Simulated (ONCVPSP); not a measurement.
## Pseudopotentials across the periodic table

Generated with ld1.x 7.5 (TM, RRKJ, ultrasoft, PAW), atompaw 4.2 or ONCVPSP 4.0.1. The cutoff is in Ry: for ld1.x and atompaw files where the sum of valence levels is converged to 10 mRy in a Bessel basis, for ONCV files where the hardest occupied wave has 1 mHa per electron of residual kinetic energy. The error is the largest all-electron minus pseudo excitation energy over each file’s own four to seven test configurations (ionisations up to +4, promotions, holes and added fractions of an electron), all of which were solved. The labels leave out finer settings (local radius, basis sizes, second energies), which also bear on the numbers. Spin-polarised tests are not counted. The rows are a selection from randomly drawn settings: files with unsolved tests, undetermined cutoffs or missed reference levels are left out.

```tsv
element	potential	cutoff (Ry)	largest error (meV)	bound ghosts
Mn	ONCV, PBE, scalar-relativistic, rc 1.35/1.00/1.30 (spd), local smoothed, core correction no, reference 3s2 3p6 3d5 4s2, qcut 9.2/6.8/11.6, projectors 2/1/1	106	-130	none
Fe	ONCV, LDA (Perdew-Zunger), scalar-relativistic, rc 1.20/1.35/0.90 (spd), local smoothed, core correction yes, reference 3s2 3p6 3d6 4s2, qcut 12.3/8.5/12.4, projectors 2/2/2	236	+22	none
Rb	ONCV, PBE, scalar-relativistic, rc 2.65/2.30/2.65 (spd), local smoothed, core correction yes, reference 4s2 4p6 5s0.75, qcut 4.3/5.6/3.8, projectors 2/1/2	13	-1.0	none
Mo	ONCV, PBE, scalar-relativistic, rc 1.55/2.05/1.55 (spd), local smoothed, core correction no, reference 4s2 4p6 4d4, qcut 6.6/5.6/6.3, projectors 2/3/2	40	+1.3	none
Hg	ONCV, PW91, fully relativistic, rc 1.80/1.54/2.16/2.10 (spdf), local smoothed, core correction no, reference 5s2 5p6 5d10 6s2, qcut 5.6/11.1/7.8/5.3, projectors 2/2/2/2	70	-8.9	none
Tl	ONCV, PBEsol, non-relativistic, rc 2.45/2.45 (sp), local p, core correction yes, reference 6s2 6p1, qcut 2.5/3.9, projectors 1/0	17	-210	none
```

Task: Fill in the row for Mo: ONCV, LDA (Perdew-Wang 92), scalar-relativistic, rc 1.65/1.90/1.50 (spd), local smoothed, core correction yes, reference 4s2 4p6 4d5 5s0.5 5p0.5, qcut 8.9/7.2/5.5, projectors 2/3/1.

Result: cutoff 66 Ry, largest error -1.2 meV, bound ghosts: none.
